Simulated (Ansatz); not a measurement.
A series at Zr: from `[CH3][Zr]([CH3])([CH3])[F]`, ligands are replaced one by one, each step taking up H–F and setting free CH₄; n counts the steps. Ansatz, PBE0-D4/def2-TZVP geometries.

```csv
n,molecule,"HOMO energy, ωB97M-V/def2-TZVPP (eV)"
0,`[CH3][Zr]([CH3])([CH3])[F]`,-9.96
1,`[CH3][Zr]([CH3])([F])[F]`,-10.26
2,`[CH3][Zr]([F])([F])[F]`,?
3,`[F][Zr]([F])([F])[F]`,-14.72
```

**Question.** By hand: fit a straight line y = ȳ + b (n − n̄) to the 3 given rows and predict n = 2.

**Answer.** n̄ = 1.333, ȳ = -11.647; Σ(n − n̄)(y − ȳ) = -7.833, Σ(n − n̄)² = 4.667, so b = -1.678 eV a step. Prediction: -11.647 + (-1.678) × (0.667) = -12.77 eV.

**Question.** By hand: compare with the computed value, -10.63 eV, and give the steps along the whole series.

**Answer.** The line misses by 2.14 eV (computed minus predicted). Steps: -0.30, -0.37, -4.09 eV.

One step carries most of the change, so a line is a poor guide. The highest orbital can change its character along such a series. The miss is 45.0 % of the series' range.
